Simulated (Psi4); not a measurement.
Cl₃Y, charge +1, doublet, geometry from GFN2-xTB (such geometries of metal compounds can be far from the true shape) (the multiplicity is a formal guess) (core potentials on Y), atoms displaced at random by about 0.1 Å a coordinate; Psi4 with B3LYP/def2-SVP.

The Psi4 input:
```
memory 2 GB

molecule {
1 2
Y     0.14671072    0.55940319    0.23451714
Cl    1.74691534   -0.82094166   -0.75933929
Cl   -0.88913160   -1.24158017    1.39803785
Cl   -1.37193874    0.46738857   -1.39902124
}

set {
  basis def2-svp
  reference uks
}

optimize('b3lyp')
print_variables()
```

What the program printed (banner, timings and long lists left out):

```
gradient() will perform analytic gradient computation.

   => Loading Basis Set <=

    Name: DEF2-SVP
    Role: ORBITAL
    Keyword: BASIS

    !!!  WARNING: ECP capability is in beta. Please check occupations closely.  !!!

         ---------------------------------------------------------
                                   SCF
               by Justin Turney, Rob Parrish, Andy Simmonett
                          and Daniel G. A. Smith
                              UKS Reference
         ---------------------------------------------------------

  ==> Geometry <==

    Molecular point group: c1
    Full point group: C1

    Geometry (in Angstrom), charge = 1, multiplicity = 2:

       Center              X                  Y                   Z               Mass
    ------------   -----------------  -----------------  -----------------  -----------------
         Y            0.172178495283     0.590597114410     0.264121378120    88.905840300000
         CL           1.772383115283    -0.789747735590    -0.729735051880    34.968852682000
         CL          -0.863663824717    -1.210386245590     1.427642088120    34.968852682000
         CL          -1.346470964717     0.498582494410    -1.369417001880    34.968852682000

  Running in c1 symmetry.

  Rotational constants: A =      0.06349  B =      0.05944  C =      0.04176 [cm^-1]
  Rotational constants: A =   1903.44464  B =   1781.97090  C =   1252.01398 [MHz]
  Nuclear repulsion =  263.503333172086059

  Charge       = 1
  Multiplicity = 2
  Electrons    = 61
  Nalpha       = 31
  Nbeta        = 30

  ==> Algorithm <==

  SCF Algorithm Type is DF.
  DIIS enabled.
  MOM disabled.
  Fractional occupation disabled.
  Guess Type is SAD.
  Energy threshold   = 1.00e-08
  Density threshold  = 1.00e-08
  Integral threshold = 1.00e-12

  ==> Primary Basis <==

  Basis Set: DEF2-SVP
    Blend: DEF2-SVP
    Number of shells: 35
    Number of basis functions: 85
    Number of Cartesian functions: 93
    Spherical Harmonics?: true
    Max angular momentum: 3

  Core potential: DEF2-SVP
    Number of shells: 4
    Number of ECP primitives: 14
    Number of ECP core electrons: 28
    Max angular momentum: 3

  ==> DFT Potential <==

   => LibXC <=

    Version 7.1.2
    S. Lehtola, C. Steigemann, M. J. T. Oliveira, and M. A. L. Marques,  SoftwareX 7, 1–5 (2018) (10.1016/j.softx.2017.11.002)

   => Composite Functional: B3LYP <=

    B3LYP Hyb-GGA Exchange-Correlation Functional

    P. J. Stephens, F. J. Devlin, C. F. Chabalowski, and M. J. Frisch,  J. Phys. Chem. 98, 11623 (1994) (10.1021/j100096a001)

    Deriv               =              1
    GGA                 =           TRUE
    Meta                =          FALSE

    Exchange Hybrid     =           TRUE
    MP2 Hybrid          =          FALSE

   => Exchange Functionals <=

    0.0800   Slater exchange
    0.7200         Becke 88

   => Exact (HF) Exchange <=

    0.2000               HF

   => Correlation Functionals <=

    0.1900   Vosko, Wilk & Nusair (VWN5_RPA)
    0.8100   Lee, Yang & Parr

   => LibXC Density Thresholds  <==

    XC_HYB_GGA_XC_B3LYP:  1.00E-15

   => Molecular Quadrature <=

    Radial Scheme          =       TREUTLER
    Pruning Scheme         =           NONE
    Nuclear Scheme         =       TREUTLER

    Blocking Scheme        =         OCTREE
    BS radius alpha        =              1
    Pruning alpha          =              1
    Radial Points          =             75
    Spherical Points       =            302
    Total Points           =          86906
    Total Blocks           =            749
    Max Points             =            255
    Max Functions          =             79
    Weights Tolerance      =       1.00E-15

   => Loading Basis Set <=

    Name: (DEF2-SVP AUX)
    Role: JKFIT
    Keyword: DF_BASIS_SCF

  ==> Integral Setup <==

  SCF_SUBTYPE=INCORE selected. In-core MEM_DF algorithm will be used.
  Using in-core AOs.

  ==> MemDFJK: Density-Fitted J/K Matrices <==

    J tasked:                   Yes
    K tasked:                   Yes
    wK tasked:                   No
    Algorithm:                 Core
    Schwarz Cutoff:           1E-12
    Mask sparsity (%):       2.5744
    Fitting Condition:        1E-10

   => Auxiliary Basis Set <=

  Basis Set: (DEF2-SVP AUX)
    Blend: DEF2-UNIVERSAL-JKFIT
    Number of shells: 163
    Number of basis functions: 639
    Number of Cartesian functions: 849
    Spherical Harmonics?: true
    Max angular momentum: 6

  Minimum eigenvalue in the overlap matrix is 1.2319337608E-02.
  Reciprocal condition number of the overlap matrix is 3.2760233152E-03.
    Using symmetric orthogonalization.

  ==> Pre-Iterations <==

  SCF Guess: Superposition of Atomic Densities via on-the-fly atomic UHF (no occupation information).

   -------------------------
    Irrep   Nso     Nmo
   -------------------------
     A         85      85
   -------------------------
    Total      85      85
   -------------------------

  ==> Iterations <==

                           Total Energy        Delta E     RMS |[F,P]|

   @DF-UKS iter SAD: -1418.56630836041359   -1.41857e+03   0.00000e+00
   @DF-UKS iter   1: -1418.33983715131012    2.26471e-01   3.92940e-03 DIIS/ADIIS
   @DF-UKS iter   2: -1418.26589183515944    7.39453e-02   5.33568e-03 DIIS/ADIIS
   @DF-UKS iter   3: -1418.37052936925534   -1.04638e-01   2.31898e-03 DIIS/ADIIS
   @DF-UKS iter   4: -1418.39711236205108   -2.65830e-02   6.45059e-04 DIIS/ADIIS
   @DF-UKS iter   5: -1418.39770830738189   -5.95945e-04   5.53602e-04 DIIS/ADIIS
   @DF-UKS iter   6: -1418.39935551222015   -1.64720e-03   1.04830e-04 DIIS/ADIIS
   @DF-UKS iter   7: -1418.39941602484532   -6.05126e-05   4.99913e-05 DIIS
   @DF-UKS iter   8: -1418.39943750395469   -2.14791e-05   2.17337e-05 DIIS
   @DF-UKS iter   9: -1418.39945330574460   -1.58018e-05   1.38681e-05 DIIS
   @DF-UKS iter  10: -1418.39946832741839   -1.50217e-05   1.38613e-05 DIIS
[...]
  @DF-UKS Final Energy: -1418.42995325085712
    Total Energy =                      -1418.4299532508571247
  @DF-UKS Final Energy: -1418.43058723777040
    Total Energy =                      -1418.4305872377703963
  @DF-UKS Final Energy: -1418.43084635023615
    Total Energy =                      -1418.4308463502361519
  @DF-UKS Final Energy: -1418.43086925065336
    Total Energy =                      -1418.4308692506531315
  @DF-UKS Final Energy: -1418.43087737742076
    Total Energy =                      -1418.4308773774207566
  @DF-UKS Final Energy: -1418.43087864485733
    Total Energy =                      -1418.4308786448573301
  @DF-UKS Final Energy: -1418.43087928234604
    Total Energy =                      -1418.4308792823460408
[...]

    B3LYP Hyb-GGA Exchange-Correlation Functional

    P. J. Stephens, F. J. Devlin, C. F. Chabalowski, and M. J. Frisch,  J. Phys. Chem. 98, 11623 (1994) (10.1021/j100096a001)

    Deriv               =              1
    GGA                 =           TRUE
    Meta                =          FALSE

    Exchange Hybrid     =           TRUE
    MP2 Hybrid          =          FALSE

   => Exchange Functionals <=

    0.0800   Slater exchange
    0.7200         Becke 88

   => Exact (HF) Exchange <=

    0.2000               HF

   => Correlation Functionals <=

    0.1900   Vosko, Wilk & Nusair (VWN5_RPA)
    0.8100   Lee, Yang & Parr

   => LibXC Density Thresholds  <==

    XC_HYB_GGA_XC_B3LYP:  1.00E-15

   => Molecular Quadrature <=

    Radial Scheme          =       TREUTLER
    Pruning Scheme         =           NONE
    Nuclear Scheme         =       TREUTLER

    Blocking Scheme        =         OCTREE
    BS radius alpha        =              1
    Pruning alpha          =              1
    Radial Points          =             75
    Spherical Points       =            302
    Total Points           =          87018
    Total Blocks           =            753
    Max Points             =            256
    Max Functions          =             79
    Weights Tolerance      =       1.00E-15

  -Total Gradient:
     Atom            X                  Y                   Z
    ------   -----------------  -----------------  -----------------
       1       -0.000094719551     0.000260792367    -0.000050210118
       2       -0.000137922672     0.000175205840    -0.000158693424
       3       -0.000172922468     0.000173940661    -0.000123501631
       4       -0.000090859751     0.000379251815    -0.000035254431

    			-----------------------------------------

    			 OPTKING 3.0: for geometry optimizations

    			     By R.A. King, Bethel University

    			        with contributions from

    			    A.V. Copan, J. Cayton, A. Heide

    			-----------------------------------------

	                            ===> Fragment 1 <==

	 Z (Atomic Numbers)          Masses                          Geom
	      39.000000            88.905840         -0.00713284  1.20044528  0.23040442
	      17.000000            34.968853          3.47581238 -2.00027207 -0.48280514
	      17.000000            34.968853         -0.47349433 -2.68704967  2.97893025
	      17.000000            34.968853         -2.98418331  1.63527432 -3.08191210

	 - Coordinate -           - BOHR/RAD -       - ANG/DEG -
	 R(1,2)           =         4.783740           2.531446
	 R(1,3)           =         4.783775           2.531465
	 R(1,4)           =         4.474745           2.367933
	 B(2,1,3)         =         1.173328          67.226751
	 B(2,1,4)         =         2.025336         116.043225
	 B(3,1,4)         =         2.025734         116.065986
	 O(2,1,3,4)       =         1.059427          60.700712
	 O(3,1,2,4)       =        -1.059081         -60.680890
	 O(4,1,2,3)       =         1.015240          58.168988

	        --- Internal Coordinate Step in ANG or DEG, aJ/ANG or AJ/DEG ---
	-------------------------------------------------------------------------------
	           Coordinate      Previous         Force          Change          New
	           ----------      --------        ------          ------        ------
	               R(1,2)       2.53145       -0.00018       -0.00003       2.53141
	               R(1,3)       2.53146       -0.00018       -0.00007       2.53140
	               R(1,4)       2.36793       -0.00002        0.00001       2.36794
	             B(2,1,3)      67.22675       -0.00000       -0.00645      67.22030
	             B(2,1,4)     116.04323        0.00000        0.01926     116.06248
	             B(3,1,4)     116.06599       -0.00000       -0.00481     116.06118
	           O(2,1,3,4)      60.70071       -0.00000       -0.01768      60.68303
	           O(3,1,2,4)     -60.68089        0.00000       -0.00328     -60.68417
	           O(4,1,2,3)      58.16899        0.00000       -0.00784      58.16115
	-------------------------------------------------------------------------------

	                                 ==> Convergence Check <==

	Measures of convergence in internal coordinates in au.

	Criteria marked as inactive (o), active & met (*), and active & unmet ( ).

	----------------------------------------------------------------------------------------------
	   Step    Total Energy     Delta E     Max Force     RMS Force      Max Disp      RMS Disp
	----------------------------------------------------------------------------------------------
	  Convergence Criteria     1.00e-06 *    3.00e-04 *             o    1.20e-03 *             o
	----------------------------------------------------------------------------------------------
	    26   -1418.43087928   -6.37e-07 *    4.37e-05 *    2.15e-05 o    3.36e-04 *    1.73e-04 o  ~
	----------------------------------------------------------------------------------------------

Next Geometry in Ang
	Fragment 1 (Ang)

	    Y  -0.0036684522   0.6352194565   0.1217318065
	   Cl   1.8394258772  -1.0585866289  -0.2551949809
	   Cl  -0.2505359734  -1.4218804238   1.5761657217
	   Cl  -1.5793994962   0.8654219422  -1.6307629024

    Final optimized geometry and variables:
    Molecular point group: c1
    Full point group: C1

    Geometry (in Angstrom), charge = 1, multiplicity = 2:

    Y           -0.003774535886     0.635248286192     0.121924770785
    CL           1.839320698975    -1.058498394040    -0.255489478827
    CL          -0.250562409750    -1.421925451152     1.576382001980
    CL          -1.579161798093     0.865349905059    -1.630877649019

  Variable Map:
  ----------------------------------------------------------------------------
[...]
  Array Variable Map:
  ----------------------------------------------------------------------------
[...]
Optimizer: Optimization complete!
```
